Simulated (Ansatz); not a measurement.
Coupled-cluster diagnostics for B2Sb, Ansatz.

Geometry of the doublet (r2SCAN-D4/def2-TZVP):

Cartesian coordinates in Å:
```
B 1.671 0.323 -0.114
B 0.158 0.032 -0.019
Sb -1.829 -0.355 0.133
```

In the def2 sets Sb takes a core potential; there is no spin–orbit coupling. Correlated methods freeze 6 core orbitals; core or outer-core shells of Sb are correlated, in sets that lack core-valence functions. Another isomer (doublet) lies 0.32 eV lower at PBE0-D4/def2-TZVP; other spin states weren't run for this one.

Task: Estimate the CCSD(T) correlation energy, the shares of MP2 and (T), T1 and the reference's ⟨S²⟩ for: charge 0, doublet, own geometry in def2-TZVPP; and the rough time on 2 threads of Intel Xeon 6975P-C on a shared host.

Result: 
| state | basis | correlation (eV) | MP2 share (%) | (T) share (%) | T1 | ⟨S²⟩ (pure) | wall time | remarks |
| --- | --- | --- | --- | --- | --- | --- | --- | --- |
| charge 0, doublet, own geometry | def2-TZVPP | -12.859 | 91.3 | 4.7 | 0.049 | 2.38 (0.75) | 9.5 s | large T1, spin-contaminated |
Customary marks for T1 are 0.02 (closed shells), 0.045 (open shells) and about 0.05 (3d metals). T1 exceeds 0.02 in 1 of 1 rows and 0.045 in 1; the higher it lies, the less the single-reference result can be trusted.
